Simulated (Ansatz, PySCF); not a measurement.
Species: C$_{5}$H$_{3}$O$_{2}$, charge 0, multiplicity 2. It need not be the lowest isomer of its formula. 
Structure (B3LYP-D3(BJ)/def2-TZVP (Ansatz, a first-principles code) minimum search):
```
C
C 1 1.3722
O 1 1.3740 2 110.54
C 3 1.3600 1 107.23 2 0.00
C 4 1.3536 3 108.21 1 0.00
H 4 1.0745 5 134.84 2 -180.00
H 2 1.0759 1 125.90 3 180.00
C 1 1.4528 2 132.85 7 0.00
O 8 1.2099 1 124.05 2 0.00
H 8 1.1076 9 122.05 1 180.00
```
Charge 0, spin multiplicity 2.

Wanted: atomisation energy (electronic, to ground-state atoms), in kJ/mol. Valence correlation only, unless marked. UHF or UKS for open shells. No spin-orbit coupling. No relativistic terms. The coupled-cluster limit lacks core correlation, which all-electron functionals hold. CBS(X,Y): correlation extrapolated as X^-3; Hartree-Fock from the larger set. [CCSD(T)-MP2]/basis is that difference in the basis named.

```json
[
 {"level": "SVWN5/def2-TZVPD", "program": "Ansatz", "atomisation energy (kJ/mol)": "5670.8"},
 {"level": "BLYP-D4/def2-TZVPD", "program": "Ansatz + dftd4", "atomisation energy (kJ/mol)": "4798.9"},
 {"level": "BHLYP-D3(BJ)/def2-TZVPD", "program": "Ansatz + dftd3", "atomisation energy (kJ/mol)": "4496.6"},
 {"level": "TPSSh/def2-TZVPD", "program": "PySCF", "atomisation energy (kJ/mol)": "4711.0"},
 {"level": "LC-wPBE-D4/def2-TZVPD", "program": "Ansatz + dftd4", "atomisation energy (kJ/mol)": "4797.6"},
 {"level": "RPA@PBE/cc-pVQZ", "program": "Ansatz", "atomisation energy (kJ/mol)": "4373.8"},
 {"level": "RI-MP2/CBS(cc-pVTZ,cc-pVQZ)+[CCSD(T)-MP2]/cc-pVTZ", "program": "Ansatz", "atomisation energy (kJ/mol)": "4704.1"}
]
```

The UHF reference is spin-contaminated (<S^2> 0.60 over the pure value in the largest basis). The T1 diagnostic of CCSD in the largest basis is 0.047, which is high, so the coupled-cluster rows are less sure than usual.
